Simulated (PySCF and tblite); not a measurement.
Values are calculated unless marked as measured or tabulated.
System: CrN(NH2)3, with the starting minimum (Å):

```
 1 Cr    0.002    0.005    0.356
 2 N     0.009    0.020    1.849
 3 N     1.741   -0.035   -0.138
 4 H     2.542   -0.047    0.484
 5 H     2.026   -0.054   -1.116
 6 N    -0.843    1.524   -0.143
 7 H    -0.984    1.768   -1.122
 8 H    -1.224    2.232    0.477
 9 N    -0.901   -1.491   -0.111
10 H    -1.053   -1.748   -1.085
11 H    -1.308   -2.171    0.523
```

Geometries: B3LYP-D3(BJ)/def2-SVP; energies: B3LYP/pcSseg-1 (pcSseg-2 on Cr) + D3(BJ); zero-point and thermal terms from GFN2-xTB harmonic modes (soft modes blended into free rotors). Rates follow Eyring's equation with the number of equivalent paths and no tunnelling. Run with tblite and PySCF.

Problem. Estimate the barrier and the room-temperature rate of the rotation about the Cr1–N9 bond (torsion N2–Cr1–N9–H from -180° to 0°, rising).

Solution. The electronic barrier is 5.5 kcal/mol and ΔG‡(298 K) 5.0 kcal/mol, over a Cs saddle with an imaginary mode of 353i cm⁻¹ (GFN2-xTB). With 6 equivalent paths, k is 8×10⁹ s⁻¹, a mean lifetime of the start of 120 ps against this motion.
